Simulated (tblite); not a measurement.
Compound: C6H14OSi2.
Structure used (GFN2-xTB), in Å, numbered top down from 1:
```xyz
23
C6H14OSi2 angstrom
C     -2.145    0.695    1.211
C     -1.632    0.320    0.044
C     -2.060    0.961   -1.244
C     -0.632   -0.751   -0.101
Si    -0.794   -2.465    0.719
C      0.389   -1.029    1.016
O      1.709   -1.167    0.594
Si     2.814   -0.015    0.288
C      2.233    1.290   -0.968
H     -1.859    0.234    2.140
H     -2.871    1.487    1.278
H     -2.449    0.204   -1.926
H     -2.831    1.708   -1.074
H     -1.211    1.440   -1.731
H     -0.161   -0.760   -1.079
H     -0.293   -3.604   -0.023
H     -1.900   -2.642    1.641
H      0.302   -0.389    1.889
H      3.178    0.688    1.526
H      3.876   -0.869   -0.229
H      1.963    0.838   -1.919
H      1.362    1.831   -0.603
H      3.010    2.022   -1.165
```

Level: GFN2-xTB in tblite, geometry and Hessian alike; calculated harmonic values, unscaled, isolated species. This tight-binding method is rough: wavenumbers can miss measured ones by several per cent, in bad cases by 10 to 20. Modes of hydrogen on silicon can be 10 to 20 % off. One conformer, not necessarily the lowest.

Harmonic wavenumbers (cm⁻¹): 29.3, 47.1, 57.4, 84.4, 135.7, 145.3, 158.2, 198.0, 209.0, 231.1, 329.8, 405.1, 408.8, 463.2, 484.4, 494.6, 504.3, 517.9, 626.7, 649.3, 697.8, 706.3, 718.4, 742.0, 757.4, 763.7, 810.6, 828.8, 853.7, 857.4, 875.8, 947.7, 981.9, 1009.8, 1036.8, 1043.7, 1087.6, 1155.8, 1209.7, 1271.7, 1340.9, 1377.8, 1397.9, 1423.7, 1482.1, 1489.4, 1494.6, 1497.7, 1700.7, 2194.6, 2309.2, 2371.6, 2387.7, 2959.6, 2997.2, 3011.1, 3017.0, 3019.6, 3023.6, 3043.2, 3048.8, 3108.3, 3129.1.

A = 1413, B = 813.1, C = 595.1 MHz; mass 158.058 u (most abundant isotopes); point group C1, symmetry number 1.

Zero-point energy?

Half the sum of the wavenumbers: 38681 cm⁻¹ = 462.73 kJ/mol.

Give the ideal-gas entropy at 298.15 K and 1 bar in the rigid-rotor, harmonic-oscillator model (classical rotation).

Translation 172.00, rotation 127.74, vibration 184.00: S = 483.7 J/(mol K).

And Cp and H(298.15 K) − H(0)?

Cp = 212.92 J/(mol K), of which vibrations give 179.66 (their classical limit is 63 R = 523.8); H(298.15 K) − H(0) = 37.61 kJ/mol without the zero-point energy, 27.70 from vibrations.

How do the functions run with temperature in this model?

```tsv
T (K)	S (J/(mol K))	Cp (J/(mol K))	H − H(0) (kJ/mol)	G − H(0) (kJ/mol)	ln q(vib)
150	370.2	127.1	12.40	-43.13	5.28
250	448.7	185.5	28.01	-84.16	9.14
400	553.7	264.3	62.00	-159.49	14.73
600	676.0	338.6	122.80	-282.79	21.84
900	827.9	409.5	235.89	-509.18	31.57
```

q(vib) and H(0) count from the zero-point level.

Blend soft modes into free rotors: weight 1/[1 + (100 cm⁻¹/ν̃)⁴] for the oscillator and the rest for a rotor with moment μB/(μ + B), μ = h/(8π²ν), B = 10⁻⁴⁴ kg m². What vibrational entropy results?

164.31 J/(mol K) in place of 184.00, which changes −T·S at 298.15 K by +5.87 kJ/mol.

Which modes carry the vibrational entropy at 298.15 K?

29.3 cm⁻¹: 24.59; 47.1 cm⁻¹: 20.65; 57.4 cm⁻¹: 19.01; 84.4 cm⁻¹: 15.84; 135.7 cm⁻¹: 11.98; 145.3 cm⁻¹: 11.43 J/(mol K); the other 57 give 80.50 together.

Hindered rotation and anharmonicity are outside this model. Other conformers, if any are populated, would add a mixing term that is left out. The structure is chiral; the term R ln 2 for an equal mix with its mirror image is left out.

On an Intel Xeon at 2.50 GHz with one thread, no GPU, shared host, this took 4.9 s wall. The figure is for the frequency step alone.
